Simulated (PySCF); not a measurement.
`C(=C)(C)[Si@H](P)[SiH2]C`, C4H13PSi2

Geometry (Å), atoms numbered from 1 in this order:
```xyz
20

C    -1.3136    0.1909   -2.0480
C    -1.3795   -0.0889   -0.7540
C    -2.2461   -1.1903   -0.2261
Si   -0.3454    0.8464    0.5327
P     0.7306    2.4831   -0.5892
Si    1.2158   -0.5319    1.5882
C     2.6047   -0.9596    0.3640
H    -1.8795   -0.3502   -2.7925
H    -0.6817    0.9846   -2.4192
H    -2.9614   -0.7914    0.4911
H    -1.6373   -1.9265    0.2970
H    -2.7916   -1.6878   -1.0257
H    -1.3197    1.4404    1.4782
H    -0.3372    3.3595   -0.6047
H     1.2473    3.0530    0.5591
H     1.8162    0.0935    2.7757
H     0.6041   -1.7842    2.0558
H     3.3932   -1.5452    0.8274
H     2.2208   -1.5307   -0.4772
H     3.0550   -0.0539   -0.0354
```

Computed, not measured: GIAO PBE0/pcSseg-1 magnetisability, rotational g tensor and spin-rotation constants, non-relativistic, gas phase in PySCF 2.14.0. Geometry: GFN2-xTB.

Give the nuclear spin-rotation constants along the inertial axes (H = +C I·J) beside the isotropic shieldings.

Rotational constants 1.3561, 1.1142, 0.7693 GHz. A star marks the isotopologue with that one atom substituted, in its own axes.
```csv
atom,isotope,Caa (kHz),Cbb (kHz),Ccc (kHz),mean (kHz),σ (ppm)
P5,31P,0.850,0.970,0.757,0.859,626.3
H8,1H,-0.001,-0.060,-0.044,-0.035,25.6
H9,1H,-0.134,0.076,-0.069,-0.042,26.0
H10,1H,-0.138,-0.118,0.017,-0.080,29.7
H11,1H,-0.020,-0.063,-0.086,-0.057,29.6
H12,1H,-0.044,-0.086,-0.057,-0.062,29.6
H13,1H,-0.103,-0.104,0.030,-0.059,26.8
H14,1H,-0.062,-0.103,-0.057,-0.074,30.5
H15,1H,-0.083,-0.103,-0.049,-0.078,30.8
H16,1H,-0.026,-0.089,-0.038,-0.051,27.8
H17,1H,-0.120,0.045,-0.074,-0.050,27.6
H18,1H,-0.015,-0.115,-0.081,-0.070,31.4
H19,1H,-0.097,-0.112,-0.039,-0.083,31.7
H20,1H,-0.157,-0.003,-0.079,-0.080,31.6
C1,13C*,0.403,0.469,0.186,0.353,51.2
C2,13C*,0.417,0.507,0.203,0.376,37.2
C3,13C*,0.227,0.148,0.129,0.168,158.9
Si4,29Si*,-0.806,-0.600,-0.455,-0.620,399.2
Si6,29Si*,-0.751,-0.623,-0.386,-0.587,427.6
C7,13C*,0.125,0.096,0.087,0.103,198.1
```
For the geometry as given, no vibrational averaging.

How do the rotational constants and the g tensor change when H8, H9, H10, H11, H12, H13, H14, H15, H16, H17, H18, H19, H20 are replaced by deuterium?

Constants 1.1495, 0.9358, 0.6637 GHz; g -0.0097, -0.0081, -0.0050, against -0.0113, -0.0097, -0.0057 before.
